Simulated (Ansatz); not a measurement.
Total energies of cyclo-(H2SiS)3 (Si₃H₆S₃) from Ansatz at PBE0-D4/def2-TZVP, gas phase (1 Eh = 27.2114 eV = 2625.5 kJ/mol). The reference geometry is relaxed at PBE-D4/def2-SVP.

```json
{"state": "charge 0 singlet", "geometry": "reference", "energy (Eh)": "-2066.14368"}
{"state": "charge 1 doublet", "geometry": "reference", "energy (Eh)": "-2065.80621"}
{"state": "free Si atom (triplet)", "geometry": "–", "energy (Eh)": "-289.24943"}
{"state": "free H atom (doublet)", "geometry": "–", "energy (Eh)": "-0.50104"}
{"state": "free S atom (triplet)", "geometry": "–", "energy (Eh)": "-397.97371"}
```

Problem. Work out the vertical ionisation energy to the doublet.

Solution. E(charge 1 doublet) − E(charge 0 singlet) = -2065.80621 − (-2066.14368) = 0.33747 Eh = 9.18 eV. For comparison, −ε of the highest occupied level is 7.51 eV at this level, 1.67 eV less.

Problem. What is the binding energy per atom against free atoms?

Solution. Atoms: 3 × (-289.24943) + 6 × (-0.50104) + 3 × (-397.97371) = -2064.67566 Eh. Binding: -2064.67566 − (-2066.14368) = 1.46802 Eh = 39.95 eV, or 3.33 eV for each of 12 atoms (no zero-point energy, no counterpoise term).
